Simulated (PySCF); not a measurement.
SnH3, SMILES [SnH3], multiplicity 2. Geometry optimised at B3LYP-D3(BJ)/def2-TZVPD. The spin state was assumed, not searched. The isomer is the one that the SMILES or the coordinates give; other isomers of the formula were not compared. The def2 effective core potentials stand for the cores of Sn; spin–orbit coupling is left out.

The numbers are results of B3LYP-D3(BJ)/def2-TZVPD (PySCF 2.14.0), not measurements.

Harmonic wavenumbers (cm⁻¹): 646, 694, 694, 1824, 1869, 1869. Rotational constants (GHz): 101.4, 101.4, 63.53; symmetry number 3.

Problem. Work out the zero-point energy and the ideal-gas rigid-rotor harmonic-oscillator thermochemistry at 298.15 K and 1 atm.

Solution. ZPE = ½ Σ hcν = ½ × 7597 cm⁻¹ = 10.86 kcal/mol. H − E(el) = 13.46 kcal/mol. Entropy in cal/(mol K): translation 40.30, rotation 14.67, vibration 1.01, spin 1.38, total 57.36. G − E(el) = -3.64 kcal/mol. Cp = 10.63 cal/(mol K).
